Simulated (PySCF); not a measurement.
C₅H₁₀ (SMILES C=C(C)CC), singlet, geometry from GFN2-xTB; DF-PBE/def2-TZVPD run with PySCF.

Input for PySCF:
```python
from pyscf import gto, scf, dft

mol = gto.Mole()
mol.atom = '''
    C    -0.84892097   -1.46377917    0.45836385
    C    -0.50995285   -0.20717030    0.22125988
    C    -1.44259807    0.76445884   -0.43502745
    C     0.84899818    0.32995662    0.58174818
    C     1.77604237    0.37212872   -0.63459970
    H    -1.81428581   -1.85616335    0.18574321
    H    -0.17413595   -2.15423732    0.93611122
    H    -1.65158498    1.59578756    0.23829395
    H    -0.99252575    1.17550791   -1.33753457
    H    -2.38178507    0.28689091   -0.70119622
    H     0.74829714    1.33856247    0.98971588
    H     1.30071018   -0.30353330    1.34733549
    H     2.76159235    0.73067698   -0.34605929
    H     1.88004488   -0.62263164   -1.06202234
    H     1.38226123    1.03557162   -1.40085585
'''
mol.basis = 'def2-tzvpd'
mol.verbose = 4
mol.max_memory = 1800
mol.build()

mf = dft.RKS(mol)
mf.xc = 'pbe'
mf = mf.density_fit(auxbasis='def2-universal-jkfit')
mf.kernel()
```

What the program printed (banner, timings and long lists left out):

```
PySCF version 2.14.0

[INPUT] verbose = 4
[INPUT] num. atoms = 15
[INPUT] num. electrons = 40
[INPUT] charge = 0
[INPUT] spin (= nelec alpha-beta = 2S) = 0
[INPUT] symmetry False subgroup None
[INPUT] Mole.unit = angstrom
[INPUT] Symbol           X                Y                Z      unit          X                Y                Z       unit  Magmom
[...]
nuclear repulsion = 176.957354114672
number of shells = 115
number of NR pGTOs = 370
number of NR cGTOs = 275
basis = def2-tzvpd
ecp = {}

******** <class 'pyscf.df.df_jk.DFRKS'> ********
method = DFRKS
initial guess = minao
damping factor = 0
level_shift factor = 0
DIIS = <class 'pyscf.scf.diis.CDIIS'>
diis_start_cycle = 1
diis_space = 8
diis_damp = 0
SCF conv_tol = 1e-09
SCF conv_tol_grad = None
SCF max_cycles = 50
direct_scf = False
XC library pyscf.dft.libxc version 7.1.2
    S. Lehtola, C. Steigemann, M. J. T. Oliveira, and M. A. L. Marques,  SoftwareX 7, 1–5 (2018)
XC functionals = pbe
    J. P. Perdew, K. Burke, and M. Ernzerhof,  Phys. Rev. Lett. 77, 3865 (1996)
    J. P. Perdew, K. Burke, and M. Ernzerhof,  Phys. Rev. Lett. 78, 1396 (1997)
    J. P. Perdew, K. Burke, and M. Ernzerhof,  Phys. Rev. Lett. 77, 3865 (1996)
    J. P. Perdew, K. Burke, and M. Ernzerhof,  Phys. Rev. Lett. 78, 1396 (1997)
radial grids:
    Treutler-Ahlrichs [JCP 102, 346 (1995); DOI:10.1063/1.469408] (M4) radial grids

becke partition: Becke, JCP 88, 2547 (1988); DOI:10.1063/1.454033
pruning grids: <function nwchem_prune>
grids dens level: 3
symmetrized grids: False
atomic radii adjust function: <function treutler_atomic_radii_adjust>
small_rho_cutoff = 0
Set gradient conv threshold to 3.16228e-05
Initial guess from minao.
tot grids = 168672
init E= -196.418049969529
[...]
cycle= 1 E= -196.209893279154  delta_E= 0.208  |g|= 0.631  |ddm|= 4.62
[...]
cycle= 2 E= -196.067905135554  delta_E= 0.142  |g|= 0.948  |ddm|= 2.93
[...]
cycle= 3 E= -196.318282230672  delta_E= -0.25  |g|= 0.0817  |ddm|= 1.72
[...]
cycle= 4 E= -196.318429717639  delta_E= -0.000147  |g|= 0.0784  |ddm|= 0.208
[...]
cycle= 5 E= -196.319933760555  delta_E= -0.0015  |g|= 0.0178  |ddm|= 0.0821
[...]
cycle= 6 E= -196.320017196446  delta_E= -8.34e-05  |g|= 0.00481  |ddm|= 0.0299
[...]
cycle= 7 E= -196.320022725856  delta_E= -5.53e-06  |g|= 0.000702  |ddm|= 0.0071
[...]
cycle= 8 E= -196.320022844455  delta_E= -1.19e-07  |g|= 0.000245  |ddm|= 0.0023
[...]
cycle= 9 E= -196.320022861032  delta_E= -1.66e-08  |g|= 6e-05  |ddm|= 0.00071
[...]
cycle= 10 E= -196.320022861847  delta_E= -8.15e-10  |g|= 2.36e-05  |ddm|= 0.000131
[...]
Extra cycle  E= -196.320022861663  delta_E= 1.84e-10  |g|= 3.63e-05  |ddm|= 7.06e-05
converged SCF energy = -196.320022861663
```
